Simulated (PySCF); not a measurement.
## Ionisation energy of I by level of theory

I [Kr] 4d10 5s2 5p5 (2P) → I⁺ [Kr] 4d10 5s2 5p4 (3P), as a difference of total energies. All numbers are calculated (PySCF 2.14, scalar relativity by spin-free X2C-1e, in x2c-QZVPPall (13s9p7d4f1g, 112 functions)). Correlated levels: valence: [Kr] 4d10 frozen. The calculations carry no spin-orbit coupling.

```tsv
method	ionisation energy (eV)	error (eV)
UHF	9.541	-0.978
MP2 (valence)	10.375	-0.144
SCS-MP2 (valence)	10.392	-0.127
CCSD (valence)	10.410	-0.109
CCSD(T) (valence)	10.456	-0.063
```

Reference: 10.519 eV (measured; NIST levels, between the centres of gravity of the two terms).

Errors of the correlated levels include the incompleteness of this basis and the frozen core.
